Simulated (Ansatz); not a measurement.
This Ansatz (an electronic-structure program) input (r2SCAN/aug-cc-pV(Q+d)Z) gives -75.06141 Eh with 80 basis functions. A basis named .json is the Basis Set Exchange file of that set (core-valence sets with the plain set on hydrogen).

Ansatz 0.2 input:
```yaml
crystal:
  periodic: [false, false, false]
  atoms:
    - {symbol: O, position_ang: [0.00000000, 0.00000000, 0.00000000]}
basis:
  gaussian:
    orbitals: aug-cc-pV_Q+d_Z.json
hamiltonian:
  xc: {name: r2SCAN}
magnetization: {spin_polarized: true, initial_magnetization: 2}
scf: {lower_state_search: full}
```

Change:
```diff
- orbitals: aug-cc-pV_Q+d_Z.json
+ orbitals: pcseg-0.json
```

Question: What does the run give now?

Answer: -74.82427 Eh (r2SCAN/pcseg-0, 9 functions), a change of +237.14 mEh.
